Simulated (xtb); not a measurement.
H₇Si₃, SMILES [SiH3][SiH][SiH3] (connectivity only; charge and spin as stated), charge +1, multiplicity 1. All values are semi-empirical tight-binding results from xtb (GFN2-xTB unless named), good for trends rather than for accurate numbers. Geometry: GFN2-xTB. The multiplicity is an assumed one; other spin states were not compared. The isomer is the one that the SMILES or the coordinates give; other isomers of the formula were not compared.

The geometry has at least one imaginary mode, so it is a saddle point at that level.

Q: Estimate the properties. (Estimate from the structure and the level; the computed values follow.)

A: 
* **orbital gap**: 2.14 eV
* **static polarisability (D4 model)**: 88.8 bohr³
* **solvation energy, GFN2-xTB/ALPB(water)**: -40.9 kcal/mol
* **solvation energy, GFN2-xTB/ALPB(ether)**: -33.8 kcal/mol
